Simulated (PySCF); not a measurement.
**How methods differ on the ionisation energy of Ca⁺**

Ca⁺ [Ar] 4s1 (2S) → Ca²⁺ [Ar] (1S), as a difference of total energies. Computed with PySCF 2.14 in aug-cc-pVDZ-X2C (6s5p3d, 36 functions), with the spin-free X2C one-electron Hamiltonian (Gaussian nucleus). The calculations carry no spin-orbit coupling.

```tsv
method	ionisation energy (eV)	error (eV)
UHF	11.349	-0.523
TPSS	11.723	-0.149
LDA	12.098	+0.226
```

Reference: 11.872 eV (measured; NIST Atomic Spectra Database, ionization energies).
